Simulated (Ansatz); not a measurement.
Geometry optimisation, UKS PBE0-D4/def2-SVP (Ansatz 0.2.0).

input.yaml

```yaml
crystal:
  periodic: [false, false, false]
  atoms:
    - { symbol: Ga, position_ang: [0.013097, 0.021241, -0.383248] }
    - { symbol: Cl, position_ang: [-0.021757, -0.001575, 3.051234] }
    - { symbol: H, position_ang: [1.407564, 0.008717, -1.150335] }
    - { symbol: H, position_ang: [-1.389609, 0.004515, -1.136619] }
    - { symbol: O, position_ang: [0.001416, -0.028382, 4.700224] }
    - { symbol: H, position_ang: [-0.525111, -0.805616, 4.935845] }
magnetization:
  spin_polarized: true
  initial_magnetization: 1
basis:
  gaussian: { orbitals: def2-SVP }
hamiltonian:
  xc: pbe0
  dispersion: d4
relax:
  f_tol: 0.03
  max_steps: 50
```

Command:

```bash
$ ansatz run input.yaml --threads 2 --pin off --max-ram 3072MiB --backend cpu --events-out ev --progress --plain --runs-dir out
```

Q: Where does it end, and by what steps?

A: The run converged. After 47 steps the energy has fallen by 3.643 eV; Cl2 moved furthest, 2.50 Å. Parted: Cl2–O5 (1.65 → 3.34 Å). Joined: Ga1–Cl2 (3.43 → 2.16 Å), Ga1–O5 (5.08 → 1.85 Å).

```tsv
step	energy less start (eV)	largest force component (eV/Å)	accepted
0	0.0000	1.938	yes
2	-0.3047	2.876	yes
4	-0.8588	4.219	yes
6	-1.9516	1.468	yes
8	-2.2575	1.292	yes
10	-2.3269	0.081	yes
12	-2.1396	2.575	no
14	-2.3389	0.628	yes
16	-2.3634	0.174	yes
18	-2.2426	2.705	no
20	-2.4079	0.119	yes
22	-2.4131	0.165	yes
24	-2.4268	0.326	yes
26	-2.4587	0.790	yes
28	-2.5316	0.563	yes
30	-2.6369	0.453	yes
32	-2.8482	0.678	yes
34	-3.1887	0.807	yes
36	-3.3074	0.715	yes
38	-3.5135	0.820	yes
40	-3.5649	0.530	yes
42	-3.6110	0.204	yes
44	-3.6334	0.321	yes
46	-3.6427	0.102	yes
47	-3.6433	0.014	yes
```

```xyz
6
Properties=species:S:1:pos:R:3
Ga 0.268 -0.025 1.172
Cl 0.318 2.072 1.691
H 1.123 -0.632 0.033
H -1.423 -0.521 1.180
O -0.182 -1.096 2.616
H -0.618 -0.599 3.324
```

Run time: 3.8 min on 2 threads of Arm Neoverse V2, with other jobs on the host, peak memory 0.27 GiB.
